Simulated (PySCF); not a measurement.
AsBH6N2.
Numbering: `[NH2:1][B:2]([NH2:3])[AsH2:4]` (hydrogens: H5, H6 on N1; H7, H8 on N3; H9, H10 on As4)

Method: PBE0-D3(BJ)/def2-SVP geometry optimisation, gas phase in PySCF 2.14.0; density fitting, grid level 1; the optimiser is geomeTRIC in internal coordinates, started from a GFN2-xTB structure with every atom displaced at random (about 0.01 Å).

Step 0: E = -64575.7224 eV
```
atom  x, y, z in Å  |  force x, y, z in eV/Å
N1     -0.5390    1.1091    0.2525   -1.178   2.285   0.558
B2     -0.1457   -0.1645   -0.0805    0.056  -1.115  -0.301
N3     -1.1289   -1.1525   -0.3144    2.236  -0.541  -0.193
As4     1.8781   -0.6307   -0.2374   -0.282  -0.509   0.392
H5     -1.5288    1.4006    0.3346    0.839  -0.397  -0.103
H6      0.0770    1.8943    0.4235    0.072  -0.263  -0.044
H7     -2.0899   -0.9923   -0.2484   -1.773   0.244   0.118
H8     -0.8639   -2.0925   -0.5595   -0.136  -0.136  -0.039
H9      2.1616   -0.1122    1.1731    0.000  -0.176   0.037
H10     2.2295    0.7180   -0.7629    0.166   0.608  -0.424
```

Step 1: E = -64575.8016 eV
```
atom  x, y, z in Å  |  force x, y, z in eV/Å
N1     -0.5772    1.2092    0.1565    0.118  -0.644  -0.117
B2     -0.1832   -0.1230   -0.1200    0.230   0.146   0.048
N3     -1.0933   -1.1838   -0.2856   -0.528   0.184  -0.027
As4     1.8277   -0.6292   -0.2351    0.115   0.240  -0.136
H5     -1.4908    1.3966    0.5289   -0.401   0.276   0.006
H6      0.0998    1.9265    0.3411    0.142   0.191   0.099
H7     -2.1046   -1.0468   -0.3134    0.369  -0.099   0.061
H8     -0.8064   -2.1217   -0.5184    0.036  -0.036  -0.017
H9      2.0909   -0.1903    1.2037    0.018  -0.019   0.005
H10     2.2870    0.7398   -0.7769   -0.099  -0.240   0.077
```

Step 2: E = -64575.8205 eV
```
atom  x, y, z in Å  |  force x, y, z in eV/Å
N1     -0.5983    1.1842    0.1814    0.382   0.259   0.166
B2     -0.1696   -0.1329   -0.1023   -0.414   0.119   0.074
N3     -1.0943   -1.1797   -0.2836    0.005  -0.256  -0.104
As4     1.8462   -0.6263   -0.2451   -0.102   0.060   0.008
H5     -1.5296    1.4831    0.4504    0.003  -0.263  -0.177
H6      0.0909    1.8946    0.3784    0.018   0.067  -0.002
H7     -2.1011   -1.0631   -0.2820    0.090   0.058   0.055
H8     -0.8051   -2.1122   -0.5387    0.008  -0.026  -0.003
H9      2.1332   -0.2095    1.1960    0.016  -0.017  -0.007
H10     2.2777    0.7389   -0.7738   -0.005  -0.002  -0.011
```

Task: Estimate the geometry and energy of step 3. (The exact step hangs on the optimiser's Hessian estimate; all steps are aligned on step 2, rigid shifts and turns removed.)

Result: E = -64575.8406 eV, largest force 0.212 eV/Å
```
atom  x, y, z in Å  |  force x, y, z in eV/Å
N1     -0.5783    1.1977    0.1916    0.014   0.128   0.168
B2     -0.1808   -0.1275   -0.0894   -0.044  -0.005  -0.014
N3     -1.0916   -1.1870   -0.2843    0.108   0.006  -0.034
As4     1.8282   -0.6250   -0.2476   -0.036  -0.074   0.046
H5     -1.5328    1.4817    0.3945    0.141  -0.099  -0.112
H6      0.1035    1.9119    0.4156   -0.112  -0.101  -0.053
H7     -2.0944   -1.0756   -0.2628   -0.137   0.012   0.030
H8     -0.7945   -2.1146   -0.5514    0.006   0.041   0.017
H9      2.1383   -0.2195    1.1915    0.015  -0.009  -0.006
H10     2.2524    0.7350   -0.7770    0.043   0.101  -0.042
```

The energy changes by -0.0201 eV. The first-order estimate −F·Δx gives -0.0361 eV and the mean of the old and new forces, exact on a quadratic surface, -0.0199 eV. The step makes an angle of 60° with the force vector and moves no atom by more than 0.056 Å.

The cost below is that of the whole optimisation. On one thread of an Arm Neoverse V2, no GPU, shared host with 96 logical CPUs at a one-minute load of 62, this took 31 s of wall time and 0.42 GiB of memory at its peak.
